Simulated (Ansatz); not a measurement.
Consider the cleavage of the Si–Sb bond: `F[SiH2][SbH2]` + `CN[SiH2]O` → `CN([SiH2]O)[SiH2]F` + `[SbH3]`.

Gas-phase electronic energies from Ansatz, PBE0-D4/def2-TZVP geometries. CBS: MP2 limit from def2 TZ/QZ plus the TZ coupled-cluster correction, frozen cores. Functionals use def2-TZVPP. HSE06 is defined as in plane-wave codes. def2 core potentials past Kr. For Sb outer-core shells are correlated without core-valence functions, which leaves a few kJ/mol of doubt a bond. One conformer a species, not always the lowest.

`F[SiH2][SbH2]`:

Cartesian coordinates in Å:
```
F -0.970 1.923 0.552
Si -0.608 0.358 0.595
Sb 0.494 -0.294 -1.634
H 0.262 0.137 1.777
H -1.878 -0.395 0.763
H 2.032 0.150 -1.039
H 0.668 -1.879 -1.014
```

`CN[SiH2]O`:

```xyz
11

C    -0.320    0.245    1.521
N    -0.032    0.787    0.211
Si   -0.081   -0.085   -1.253
O     1.244   -0.979   -1.668
H     0.579   -0.045    2.079
H    -0.944   -0.646    1.415
H    -0.880    0.959    2.133
H     0.473    1.659    0.235
H    -0.192    0.896   -2.355
H    -1.250   -0.998   -1.130
H     1.402   -1.793   -1.188
```

`CN([SiH2]O)[SiH2]F`:

```xyz
14

C    -0.075   -0.472    1.515
N     0.180    0.137    0.204
Si    0.590   -0.941   -1.082
O    -0.599   -2.016   -1.448
Si   -0.111    1.808    0.017
F    -1.678    2.140   -0.094
H     0.641   -1.275    1.710
H    -1.082   -0.894    1.582
H     0.035    0.269    2.311
H     1.713   -1.804   -0.654
H     0.929   -0.084   -2.245
H    -1.418   -1.671   -1.807
H     0.359    2.523    1.226
H     0.516    2.279   -1.235
```

`[SbH3]`:

Cartesian coordinates in Å:
```
Sb -0.084 -0.179 -0.693
H 1.410 -0.207 0.133
H -0.864 -0.967 0.605
H -0.462 1.354 -0.044
```

| level | ΔE (kJ/mol) | difference from CCSD(T)/CBS |
| --- | --- | --- |
| PBE-D4 | -39.9 | 12.8 |
| revPBE-D4 | -43.9 | 8.8 |
| BLYP-D4 | -50.6 | 2.1 |
| HSE06-D4 | -43.6 | 9.1 |
| PBE-QIDH | -51.0 | 1.7 |
| r2SCAN | -49.3 | 3.4 |
| HSE06 | -39.7 | 13.0 |
| CCSD(T)/def2-SVP | -61.9 | -9.2 |
| CCSD(T)/def2-TZVPP | -60.7 | -8.0 |
| HF/CBS(def2) | -58.8 | -6.1 |
| CCSD(T)/CBS | -52.7 | 0 |

(1) What do rigid-rotor, harmonic-oscillator terms from PBE0-D4/def2-TZVP frequencies (298.15 K, 1 bar) make of the CCSD(T)/CBS value? (An estimate is asked.)

Largest T1 diagnostic among the species: 0.014.

Results:

(1) Computed: ΔZPE = -8.1 kJ/mol, ΔH = -60.8 kJ/mol, ΔS = -27 J/(mol·K), ΔG = -52.8 kJ/mol. Modes under 50 cm⁻¹ make the entropy rough.

At CCSD(T), def2-SVP lies −9.2 kJ/mol from the extrapolated value and def2-TZVPP −8.0 kJ/mol. Leaving LDA and LC-ωPBE aside and taking each functional with its dispersion term where it has one, the values, not all of them listed here, spread over 20.1 kJ/mol, from B97M-V to PBE-D4. LDA lies −12.3 kJ/mol from PBE without D4. The D4 term adds −7.4 kJ/mol with B3LYP and −4.2 kJ/mol with PBE0; it sums over pairs of atoms, weighted by their polarisabilities, and B3LYP, whose exchange is more repulsive, gets the larger term.

B3LYP here is the variant with VWN-RPA as its local correlation; programs differ in this.
